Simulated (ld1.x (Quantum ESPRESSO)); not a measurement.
Pseudopotential generation for Sb (Z = 51): TM, PBE, scalar-relativistic.

antimony (Sb), norm-conserving Troullier–Martins (Kleinman–Bylander form), made with ld1.x (Quantum ESPRESSO) 7.5 (PBE, scalar-relativistic). Core [Kr] 4d10, reference 5s2 5p1 (charge +2). Waves: 5p (bound): rc 2.10 bohr; 5d channel at 0.4 Ry: rc 2.00 bohr; 5s (bound): rc 1.90 bohr. Local part: the s channel. Core correction: none.

All-electron outer shells of the reference configuration (PBE, scalar-relativistic, ld1.x):

| shell | level (eV) | outermost node (bohr) | outermost maximum (bohr) |
| --- | --- | --- | --- |
| 5s | -29.42 | 0.95 | 1.83 |
| 5p | -20.08 | 1.03 | 2.16 |

What the tests gave:

```
Cutoffs needed           : 25 Ry and 35 Ry (the cutoffs (Ry, on a coarse ladder) from which the occupation-weighted sum of valence levels, in a spherical-Bessel basis at the reference potential, stays within 10 and 1 mRy of its value at 400 Ry)
Ghost test               : ghost state, extra bound levels that the all-electron valence spectrum of the same l lacks: d at -505.5 eV; a true bound ghost makes a file unfit for plane-wave use (spherical-Bessel basis up to 400 Ry, 20 bohr box)
Largest excitation error : +262 meV (all-electron minus pseudo) for 5s1 5p0, out of 7 test configurations
```

Generation and tests took about 2 s on one core of a shared server CPU.
